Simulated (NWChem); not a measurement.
# C2H3FSi; SMILES C#C[SiH2]F

Results from NWChem. The geometry was optimised at PBE0/def2-SVP.

For level Hartree-Fock/pcseg-1:

- orbital gap (eV): 13.89
- dipole (D): 2.23

Q: How do the values read with level Hartree-Fock/aug-pcseg-1 instead?

A: orbital gap (eV): 12.03
dipole (D): 1.96
